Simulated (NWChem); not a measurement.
# Correlation energy of silene (CH$_{4}$Si)

```
Si
C 1 1.7076
H 2 1.0937 1 122.09
H 2 1.0937 3 115.83 1 180.00
H 1 1.4855 2 122.73 3 180.00
H 1 1.4855 5 114.54 2 180.00
```
Charge 0, spin multiplicity 1.

Program: NWChem. The geometry was optimised at PBE0/def2-SVP, a minimum by its harmonic frequencies.

Basis set: STO-3G. Each correlation energy counts from its own Hartree-Fock reference.

The correlated methods keep 6 core orbitals frozen. Coupled-cluster values serve here as a point of comparison, not as the truth.

```tsv
method	correlation energy (mHa)	remark
MP2	…	-
CR-CCSD[T]	-162.5	large amplitudes
CCSD	…	-
CR-CCSD(T)	…	large amplitudes
CCSDT	-162.9	large amplitudes
CCSD+T(CCSD)	-163.0	-
CCSD(T)	-162.7	-
SCS-MP2	…	-
```

Question: Fill in the missing entries.

Answer: 
- MP2, correlation energy (mHa): -121.2
- CCSD, correlation energy (mHa): -161.1
- CR-CCSD(T), correlation energy (mHa): -162.3
- SCS-MP2, correlation energy (mHa): -132.2
